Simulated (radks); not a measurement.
Results of a calculation; reference values are marked as such.
The mean radii <r> (bohr) of the occupied orbitals of an atom or ion are listed with their occupations. Code: a radial shooting solver on a logarithmic mesh with Libxc functionals. Model: scalar-relativistic Kohn-Sham, exchange-only LDA, spin-polarised, spherical densities, point nucleus.

| orbital | occ. | <r> |
|---|---|---|
| 1s down | 1 | 0.01659 |
| 1s up | 1 | 0.01659 |
| 2s up | 1 | 0.06996 |
| 2s down | 1 | 0.06996 |
| 2p up | 3 | 0.06331 |
| 2p down | 3 | 0.06331 |
| 3s up | 1 | 0.1804 |
| 3s down | 1 | 0.1802 |
| 3p up | 3 | 0.1816 |
| 3p down | 3 | 0.1815 |
| 3d up | 5 | 0.1645 |
| 3d down | 5 | 0.1643 |
| 4s up | 1 | 0.3823 |
| 4s down | 1 | 0.3827 |
| 4p up | 3 | 0.4007 |
| 4p down | 3 | 0.4012 |
| 4d up | 5 | 0.4078 |
| 4d down | 5 | 0.4085 |
| 4f up | 4 | 0.3912 |

Name the element and its charge. Open shells, if any, are filled with parallel spins first.

Answer. Z = 80, mercury, charge +30: Hg30+ in [Kr] 4d10 4f4. The 1s radius gives Z: for a bare nucleus <r> = (2 gamma + 1)/(2Z) with gamma = sqrt(1 - (Z/c)^2), 0.0164 bohr for Z = 80, and screening makes it slightly larger (0.01659 here). The occupations add up to 50, and the charge is Z minus that.
